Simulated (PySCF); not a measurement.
Ligand exchange on a metal centre used in film growth or etching (Nb Cl-NH2). Gas-phase values, no solvent. One relaxed conformer stands for each flexible species; it need not be the lowest.

The LUMO from two functionals at the same geometries (r2SCAN-D4/def2-SVP), both in PySCF: PBE-D3(BJ)/def2-TZVP and TPSSh-D3(BJ)/def2-TZVP. 

```tsv
species	PBE-D3(BJ)/def2-TZVP (eV)	TPSSh-D3(BJ)/def2-TZVP (eV)
1 of 5 Cl replaced by NH2 ([Nb(Cl)4(NH2)])	-4.70	-4.44
3 of 5 Cl replaced by NH2 ([Nb(Cl)2(NH2)3])	-3.68	-3.35
4 of 5 Cl replaced by NH2 ([Nb(Cl)(NH2)4])	-2.51	-2.14
5 of 5 Cl replaced by NH2 ([Nb(NH2)5])	-1.72	-1.34
```

Over these rows, drawn at random from the members with no instability flagged (it was tested for open shells, ions and some series alone), PBE minus TPSSh-D3(BJ): mean -0.34 eV, from -0.39 eV to -0.26 eV.
